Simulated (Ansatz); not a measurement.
System: aminomethylgermylmethanamine, C2H10GeN2, charge 0, multiplicity 1. SMILES: N[CH2][GeH2][CH2]N
Coordinates optimised at B3LYP-D3(BJ)/def2-TZVP (Ansatz, an electronic-structure program):
```xyz
15

N      1.8127     1.3874     0.2156
C      1.5113     0.2044    -0.5961
Ge     0.0101    -0.8074     0.2080
C     -1.5192     0.4315     0.4323
N     -1.8433     1.0677    -0.8481
H      2.5949     1.9076    -0.1649
H      1.0248     2.0220     0.2567
H      1.2741     0.4150    -1.6479
H      2.3830    -0.4521    -0.5946
H      0.4300    -1.3632     1.5838
H     -0.3884    -1.9684    -0.7254
H     -2.3753    -0.1642     0.7534
H     -1.2934     1.1296     1.2500
H     -1.0703     1.6217    -1.1955
H     -2.6397     1.6885    -0.7616
```
Charge 0, spin multiplicity 1.

Quantity: atomisation energy (electronic, to ground-state atoms), in kJ/mol. Cores are frozen in the correlated levels unless marked. Open shells are spin-unrestricted. No spin-orbit coupling. Frozen are the shells of the preceding noble gas and the d and f shells that filled before the atom's block. No relativistic terms. The coupled-cluster limit lacks core correlation, which all-electron functionals hold. CBS marks a two-point X^-3 extrapolation of the correlation energy; Hartree-Fock from the larger set.

| level | program | atomisation energy (kJ/mol) |
|---|---|---|
| BLYP-D4/def2-TZVPD | Ansatz + dftd4 | 5104.1 |
| revPBE-D3(BJ)/def2-TZVPD | Ansatz + dftd3 | 5061.3 |
| PBE0/def2-SVP | Ansatz | [?] |
| PBE0-D4/def2-TZVPD | Ansatz + dftd4 | [?] |
| CAM-B3LYP-D3(BJ)/def2-TZVPD | Ansatz + dftd3 | [?] |
| LC-wPBE-D3(BJ)/def2-TZVPD | Ansatz + dftd3 | 5112.4 |
| B2PLYP-D3(BJ)/def2-TZVPD | Ansatz + dftd3 | 5047.3 |
| CCSD(T)/CBS(cc-pVTZ,cc-pVQZ) | Ansatz | [?] |

Q: What belongs in the gaps?

A: 
- PBE0/def2-SVP, atomisation energy (kJ/mol): 5097.5
- PBE0-D4/def2-TZVPD, atomisation energy (kJ/mol): 5107.6
- CAM-B3LYP-D3(BJ)/def2-TZVPD, atomisation energy (kJ/mol): 5137.0
- CCSD(T)/CBS(cc-pVTZ,cc-pVQZ), atomisation energy (kJ/mol): 5094.8
